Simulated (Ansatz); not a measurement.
**Question.** Name a neutral molecule of C, Cl, N, Se and H with ideal-gas entropy at 298 K and 1 bar (rigid rotor, harmonic PBE0-D4/def2-TZVP) between 304 and 320 J/(mol·K) and size of the dipole moment (B3LYP/def2-TZVPP) between 4.00 and 4.30 D (Ansatz, PBE0-D4/def2-TZVP geometry).

**Answer.** `NC(Cl)=[Se]` (308 J/(mol·K), 4.01 D). Other molecules can fit too; these were computed, each in one conformer that needn't be the lowest.

B3LYP here is the variant with VWN-RPA as its local correlation; programs differ in this.
